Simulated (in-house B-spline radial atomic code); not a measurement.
The numbers below are computed, except where a source is named.
## Two electrons in InAs: a spherical dot of radius 42.2 nm with hard walls

For InAs the NSM archive of the Ioffe Institute lists m* = 0.023 m0 and ε = 15.15. In so narrow a gap the band flattens within tens of meV, so real spacings are smaller, by up to some tenths.

Effective-mass model with parabolic bands, a uniform dielectric constant, no image charges, no central-cell or spin-orbit terms. Two-electron levels come from full CI in B-splines with partial waves to l = 5 (up to 0.001 effective hartree above the limit).

**Question.** What are the effective units, and what is the potential in them?

**Answer.** Ha* = 27211.386 meV × 0.023/15.15² = 2.727 meV and a* = 0.0529177 nm × 15.15/0.023 = 34.86 nm. The radius is R = 1.21 a*. The one-electron levels are π²/2R² = 3.3705 and 4.4934²/2R² = 6.8953 Ha*.

In these units the lowest s and p orbitals lie at 3.3705 and 6.8953, and their Coulomb and exchange integrals are J_ss = 1.4761, J_sp = 1.3386 and K_sp = 0.2972. (For an empty sphere J_ss = 1.786/R.) Full CI gives 8.1535 for the ground singlet, 11.2937 for the sp triplet, 11.8329 for the sp singlet and 18.0776 for the lowest triplet of two s orbitals.

**Question.** What does it cost to add the second electron, to first order and exactly?

**Answer.** To first order E = 2ε_s + J_ss = 8.2172, so the charging energy E(2) − 2E(1) is J_ss = 4.025 meV. CI gives 8.1535 − 2 × (3.3705) = 1.4125, or 3.851 meV: relaxation and correlation lower it by 0.1735 meV, 4.3 % of J_ss. The s² configuration of one-electron orbitals holds 99.3 % of the state, and the mean radius is 21.5 nm.

**Question.** How far above the singlet do the triplets lie?

**Answer.** To first order the sp triplet lies at ε_s + ε_p + J_sp − K_sp = 11.3071, which is 8.426 meV above 2ε_s + J_ss. CI gives 11.2937 − (8.1535) = 3.1402, or 8.563 meV, 89 % of the orbital spacing of 9.611 meV. The ss triplet lies 27.06 meV up, so the lower of the two is the sp one, and its gap equals k_BT at 99.4 K. The sp singlet-triplet splitting is 1.47 meV, against 2K_sp = 1.621 meV.
